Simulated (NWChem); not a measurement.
System: C2H3BBrCl; SMILES C=CB(Cl)Br

Input file for NWChem:

```
start job
memory heap 200 mb stack 900 mb global 1100 mb
geometry units angstroms noautoz
  B     -0.153339     0.590931     0.000000
  Cl     0.988071     1.934547     0.000000
  Br     0.554254    -1.203710     0.000000
  C     -1.675654     0.869522     0.000000
  C     -2.628794    -0.091186     0.000000
  H     -1.997602     1.926661     0.000000
  H     -3.705226     0.149268     0.000000
  H     -2.356645    -1.160779     0.000000
end
basis spherical
  * library def2-tzvpp
end
dft
  xc b3lyp
  iterations 150
  semidirect filesize 400000000
  mulliken
end
task dft energy
```

Excerpt of the output:

```
             Northwest Computational Chemistry Package (NWChem) 7.3.0
             --------------------------------------------------------

 CS  symmetry detected

                             Geometry "geometry" -> ""
                             -------------------------

 Output coordinates in angstroms (scale by  1.889725989 to convert to a.u.)

  No.       Tag          Charge          X              Y              Z
 ---- ---------------- ---------- -------------- -------------- --------------
    1 B                    5.0000    -0.15294623     0.60661591     0.00000000
    2 Cl                  17.0000     1.03628397     1.90809671     0.00000000
    3 Br                  35.0000     0.48931563    -1.21242886     0.00000000
    4 C                    6.0000    -1.66419654     0.94005016     0.00000000
    5 C                    6.0000    -2.65143925     0.01442197     0.00000000
    6 H                    1.0000    -1.94772302     2.00813542     0.00000000
    7 H                    1.0000    -3.71847643     0.29362734     0.00000000
    8 H                    1.0000    -2.41812940    -1.06430913     0.00000000

 Effective nuclear repulsion energy (a.u.)     343.1764392521

      Symmetry information
      --------------------

 Group name             Cs
 Group number              2
 Group order               2
 No. of unique centers     8

                                 NWChem DFT Module
                                 -----------------

 Summary of "ao basis" -> "ao basis" (spherical)
 ------------------------------------------------------------------------------
       Tag                 Description            Shells   Functions and Types
 ---------------- ------------------------------  ------  ---------------------
 B                         def2-tzvpp               11       31   5s3p2d1f
 Cl                        def2-tzvpp               14       42   5s5p3d1f
 Br                        def2-tzvpp               16       48   6s5p4d1f
 C                         def2-tzvpp               11       31   5s3p2d1f
 H                         def2-tzvpp                6       14   3s2p1d

      Symmetry analysis of basis
      --------------------------

        a'        153
        a"         72

            General Information
            -------------------
          SCF calculation type: DFT
          Wavefunction type:  closed shell.
          No. of atoms     :     8
          No. of electrons :    72
           Alpha electrons :    36
            Beta electrons :    36
          Charge           :     0
          Spin multiplicity:     1
          Use of symmetry is: on ; symmetry adaption is: on
          Maximum number of iterations: 150
          AO basis - number of functions:   225
                     number of shells:    81
          Convergence on energy requested:  1.00D-06
          Convergence on density requested:  1.00D-05
          Convergence on gradient requested:  5.00D-04

              XC Information
              --------------
                         B3LYP Method XC Potential
                     Hartree-Fock (Exact) Exchange  0.200
                        Slater Exchange Functional  0.800 local
                    Becke 1988 Exchange Functional  0.720 non-local
              Lee-Yang-Parr Correlation Functional  0.810
                  VWN I RPA Correlation Functional  0.190 local

             Grid Information
             ----------------
          Grid used for XC integration:  medium
          Radial quadrature: Mura-Knowles
          Angular quadrature: Lebedev.
          Tag              B.-S. Rad. Rad. Pts. Rad. Cut. Ang. Pts.
          ---              ---------- --------- --------- ---------
          B                   0.85       49          11.0       434
          Cl                  1.00       88          13.0       590
          Br                  1.15      112          12.0       590
          C                   0.70       49          11.0       434
          H                   0.35       45          12.0       434
          Grid pruning is: on
          Number of quadrature shells:   482
          Spatial weights used:  Erf1

      Superposition of Atomic Density Guess
      -------------------------------------

 Sum of atomic energies:       -3133.25348553

      Non-variational initial energy
      ------------------------------

 Total energy =   -3135.313737
 1-e energy   =   -5035.742620
 2-e energy   =    1557.252443
 HOMO         =      -0.347836
 LUMO         =      -0.063201

      Symmetry analysis of molecular orbitals - initial
      -------------------------------------------------

  Numbering of irreducible representations:

     1 a'          2 a"

  Orbital symmetries:

     1 a'          2 a'          3 a'          4 a'          5 a'
     6 a"          7 a'          8 a'          9 a'         10 a'
    11 a'         12 a'         13 a"         14 a'         15 a'
    16 a'         17 a"         18 a'         19 a'         20 a"
    21 a"         22 a'         23 a'         24 a'         25 a'
    26 a'         27 a'         28 a'         29 a'         30 a"
    31 a'         32 a'         33 a"         34 a'         35 a'
    36 a"         37 a"         38 a'         39 a"         40 a'
    41 a'         42 a'         43 a'         44 a'         45 a'
    46 a"

------------------------------------------------------------
EAF file 0: "./job.aoints.0" size=548405248 bytes
------------------------------------------------------------
               write      read    awrite     aread      wait
               -----      ----    ------     -----      ----
     calls:     1046         0         0         0         0
   data(b): 5.48e+08  0.00e+00  0.00e+00  0.00e+00
   time(s): 0.00e+00  0.00e+00  0.00e+00  0.00e+00  0.00e+00
rate(mb/s): 0.00e+00  0.00e+00
------------------------------------------------------------

[...]
```

Level: B3LYP/def2-TZVPP. Geometry: optimised at PBE-D3(BJ)/def2-SVP.
